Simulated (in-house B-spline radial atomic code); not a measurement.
## Functionals against ionisation energies along an isoelectronic series: Cu to Se⁵⁺

Ionisation energies as differences of self-consistent total energies from a B-spline radial code for spherical atoms: all electrons, radial basis limit, scalar-relativistic (one-electron X2C), spin-polarised at highest spin, spherical densities; exact exchange is averaged over the determinants of each configuration. No spin-orbit coupling, Breit or QED terms. NIST's values run from ground level to ground level, so in open shells the differences also hold multiplet and fine-structure energies that spherical high-spin averages miss. Columns give computed minus NIST, in eV; a star marks a semi-empirical value. Species are left out where the tabulated value is theory, is uncertain by more than 0.12 eV, or (13 ions, such as In⁴⁺, Te⁴⁺ and Bi⁴⁺) lies off its series for all methods alike, which flatters the means a little.

```csv
species,shell,NIST (eV),PBEsol,BLYP,BP86,B97-1,revTPSS
Cu,4s,7.73,+0.64,+0.71,+0.81,+0.10,+0.43
Zn⁺,4s,17.96,+0.72,+0.91,+0.87,+0.17,+0.42
Ga²⁺,4s,30.73,+0.79,+1.09,+0.91,+0.22,+0.42
Ge³⁺,4s,45.72,?,?,?,?,?
As⁴⁺,4s,62.77 ± 0.06,+0.96,+1.45,+1.01,+0.34,+0.47
Se⁵⁺,4s,81.83 ± 0.03,+1.06,+1.62,+1.07,+0.41,+0.51
```

(1) What are the differences for Ge³⁺ ([Ar] 3d10 4s1)?

(2) How do the methods rank, and which species is hardest?

Results:

(1) PBEsol +0.87; BLYP +1.26; BP86 +0.95; B97-1 +0.27; revTPSS +0.43 eV.

(2) Mean absolute (signed) differences: B97-1 0.25 (+0.25) eV; revTPSS 0.45 (+0.45) eV; PBEsol 0.84 (+0.84) eV; BP86 0.94 (+0.94) eV; BLYP 1.17 (+1.17) eV. For Se⁵⁺, which loses a 4s electron, the nearest method is off by +0.41 eV, the largest such miss.
